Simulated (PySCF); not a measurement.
A GIAO shielding run with PySCF 2.14.0 with density-fitted response routines (density fitting, non-relativistic, gas phase) on SMILES S(C)[SiH2]C1=C[SiH2][C@H]1F, C4H9FSSi2:

```
$ OMP_NUM_THREADS=1 python probes_run.py task.json out

{"job": {"kind": "nmr", "xc": "PBE0", "basis": "pcSseg-1"}, "charge": 0, "multiplicity": 1}
C      2.731181     0.193628     0.888551
S      2.316228    -1.458766     0.246492
Si     0.786452    -0.936428    -1.181786
C     -0.597949    -0.080970    -0.243759
C     -0.773345     1.205178     0.111230
Si    -2.461524     0.959269     0.923722
C     -1.810556    -0.778402     0.338816
F     -2.557220    -1.446606    -0.619685
H      3.470975     0.050932     1.668771
H      3.146639     0.800463     0.089724
H      1.840296     0.659502     1.299726
H      1.376843    -0.001315    -2.139580
H      0.382169    -2.214157    -1.735593
H     -0.092650     2.018383    -0.088649
H     -2.591388     1.145681     2.367081
H     -3.616133     1.427886     0.168418
H     -1.557015    -1.532247     1.089891
```

Hardware: 1 thread of an Arm Neoverse V2, shared host. The job also computes population analyses, field gradients, ring-centre shieldings.

(1) How large is the calculation?

(2) How long does it take, and how much memory does it need?

## Answers

(1) 86 electrons, 202 basis functions and 1118 auxiliary functions.

(2) 36 s of wall time, with 14 SCF cycles and 5 response iterations; peak memory 0.91 GiB. Times on a shared host scatter by some tens of per cent.
